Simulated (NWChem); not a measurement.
System meant: BiBr₂Cl; SMILES [Cl][Bi]([Br])[Br]

Here is an NWChem input.

```
start job
memory heap 200 mb stack 900 mb global 1100 mb
geometry units angstroms noautoz
  Bi    -0.468581     0.439752     0.000000
  Cl    -1.992982    -1.492680     0.000000
  Br     1.073299    -0.233642    -1.991739
  Br     1.073299    -0.233642     1.991739
end
basis spherical
  * library def2-svp
end
ecp
  Bi library def2-ecp
end
dft
  odft
  mult 2
  xc pbe0
  iterations 150
  mulliken
end
task dft energy
```

End of the output:

```
 Summary of "ao basis" -> "" (spherical)
 ------------------------------------------------------------------------------
       Tag                 Description            Shells   Functions and Types
 ---------------- ------------------------------  ------  ---------------------
 *                          def2-svp                  on all atoms

                                 NWChem DFT Module
                                 -----------------

 Summary of "ao basis" -> "ao basis" (spherical)
 ------------------------------------------------------------------------------
       Tag                 Description            Shells   Functions and Types
 ---------------- ------------------------------  ------  ---------------------
 Bi                         def2-svp                10       26   4s4p2d
 Cl                         def2-svp                 8       18   4s3p1d
 Br                         def2-svp                12       32   5s4p3d

 Summary of "ao basis" -> "ao basis" (spherical)
 ------------------------------------------------------------------------------
       Tag                 Description            Shells   Functions and Types
 ---------------- ------------------------------  ------  ---------------------
 Bi                         def2-svp                10       26   4s4p2d
 Cl                         def2-svp                 8       18   4s3p1d
 Br                         def2-svp                12       32   5s4p3d

      Symmetry analysis of basis
      --------------------------

        a'         63
        a"         45

  number of electrons :                  110
  multiplicity        :                    2
 ------------------------------------------------------------------------
  no. of electrons and multiplicity not compatible                 110
 ------------------------------------------------------------------------
 ------------------------------------------------------------------------
  current input line :
    22: task dft energy
 ------------------------------------------------------------------------
 ------------------------------------------------------------------------
 There is an error in the input file
 ------------------------------------------------------------------------
 For more information see the NWChem manual at https://nwchemgit.github.io

0: no. of electrons and multiplicity not compatible:Received an Error in Communication
```

### Question
Can this run be used? If not, why, and what is the fix?

### Answer
The program refused the input. Cause: the multiplicity doesn't fit the number of electrons (an even count wants an odd multiplicity, and the reverse). This input runs:
```
start job
memory heap 200 mb stack 900 mb global 1100 mb
geometry units angstroms noautoz
  Bi    -0.468581     0.439752     0.000000
  Cl    -1.992982    -1.492680     0.000000
  Br     1.073299    -0.233642    -1.991739
  Br     1.073299    -0.233642     1.991739
end
basis spherical
  Bi library def2-svp
  Cl library def2-svp
  Br library def2-svp
end
ecp
  Bi library def2-ecp
end
dft
  xc pbe0
  iterations 150
  mulliken
end
task dft energy
```
It converges to -5821.76275 Ha (PBE0/def2-SVP with def2 effective core potentials on Bi).
